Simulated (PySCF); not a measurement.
# Correlation energy of Ge²⁺ (germanium, charge +2)

[Ar] 3d10 4s2, closed-shell 1S. Computed with PySCF 2.14 in x2c-SVPall (5s4p3d, 32 functions), with scalar relativity by spin-free X2C-1e. Frozen: [Ar] 3d10; 2 electrons correlated.

Total MP2 correlation energy: -26.38 mhartree.

Same-spin part 0.00 and opposite-spin part -26.38 mhartree; SCS-MP2 scales them by 1/3 and 6/5 to -31.65 mhartree.

With two correlated electrons CCSD is exact within the correlated space (frozen core and kept virtual orbitals).

```json
{"level": "CCSD", "correlation energy (mhartree)": "-38.38"}
```

Diagnostics: T1 = 0.0042, D1 = 0.0059, largest double amplitude 0.102.

Cost of the coupled-cluster step: 0.03 s of wall time on 1 thread of INTEL(R) XEON(R) PLATINUM 8581C CPU @ 2.30GHz (shared host), for 2 correlated electrons.
